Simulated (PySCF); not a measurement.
**Distorted geometries of [TaO2(H2O)2]+**

[TaO2(H2O)2]+ (singlet; a saddle point, relaxed within its symmetry). PySCF 2.14.0, RKS BP86, Ta def2-SVP with ECP60, O def2-SVP, H def2-SVP; non-relativistic Hamiltonian with scalar-relativistic core potentials where named; density fitting; no spin-orbit coupling. Relaxed geometry:

```xyz
9

Ta    0.2009    0.2009    0.0000
O     1.9218   -0.0026    0.0000
O    -0.0026    1.9218    0.0000
O    -2.2117   -0.1106    0.0000
H    -2.7590    0.1529    0.7714
H    -2.7590    0.1529   -0.7714
O    -0.1106   -2.2117    0.0000
H     0.1529   -2.7590    0.7714
H     0.1529   -2.7590   -0.7714
```

Question: Order these distorted geometries by energy above the relaxed one, lowest first.
A.
```xyz
9

Ta    0.2169    0.1985    0.0098
O     1.9426   -0.0502    0.0204
O    -0.0100    1.8897   -0.0977
O    -2.2707   -0.0425   -0.0622
H    -2.7958    0.1898    0.8726
H    -2.7689    0.1850   -0.7576
O    -0.0910   -2.2268    0.0452
H     0.2511   -2.7522    0.7487
H     0.1115   -2.8055   -0.7793
```
B.
```xyz
9

Ta    0.2231    0.1620   -0.0640
O     1.9282    0.0358    0.0361
O    -0.0394    1.9208    0.0301
O    -2.1916   -0.0524    0.0090
H    -2.7574    0.1572    0.7432
H    -2.7504    0.1513   -0.7846
O    -0.1238   -2.2491    0.0153
H     0.1510   -2.7934    0.7920
H     0.1460   -2.7466   -0.7770
```
C.
```xyz
9

Ta    0.2100    0.2175    0.0179
O     1.8953    0.0312    0.0369
O     0.0178    1.9152    0.0343
O    -2.1625   -0.1147   -0.0670
H    -2.7362    0.1752    0.7586
H    -2.7459    0.1311   -0.7654
O    -0.1383   -2.2085   -0.0606
H     0.1248   -2.7972    0.7763
H     0.1207   -2.7641   -0.7310
```

Answer: B (0.11 eV), C (0.47 eV), A (0.68 eV).

Question: Which forces (eV/Å) act in the one that lies 0.11 eV up?

Answer: 
```
Ta  -1.23  2.39 -0.08
O    0.90 -0.27  0.12
O    0.32 -2.06 -0.06
O    0.53 -0.46 -1.68
H   -0.88  0.39  1.31
H    0.29 -0.08  0.38
O   -0.04  0.45  0.48
H   -0.03  0.04 -0.33
H    0.14 -0.41 -0.15
```
Forces carry noise of the integration grid, about 0.01 to 0.03 eV/Å.
